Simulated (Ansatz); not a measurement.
A structure relaxed at r2SCAN-D4/def2-SVP in Ansatz, charge 0, singlet:

```csv
atom,x (Å),y (Å),z (Å)
Au1,0.497,0.116,1.501
Au2,0.916,2.606,0.827
Au3,-0.128,0.778,-1.064
Au4,-0.422,-2.200,0.431
Si5,-0.862,-1.301,-1.694
```

(1) Give its formula and point group.

(2) Summarise the bond lengths by kind (pairs closer than 1.2 times the sum of covalent radii, bridged metal pairs left out).

Answers

(1) the cluster SiAu4. Point group Cs (tolerance 0.1 Å).

(2) 4 × Au–Au 2.61 to 2.83 Å; 2 × Au–Si 2.29 to 2.35 Å.

In the def2 sets Au takes a core potential; there is no spin–orbit coupling. The restricted singlet is unstable towards broken spin symmetry in Hartree–Fock (as tested in another run); at r2SCAN-D4/def2-SVP this wasn't settled. Another isomer (singlet) lies 1.36 eV lower at PBE0-D4/def2-TZVP; other spin states weren't run for this one.
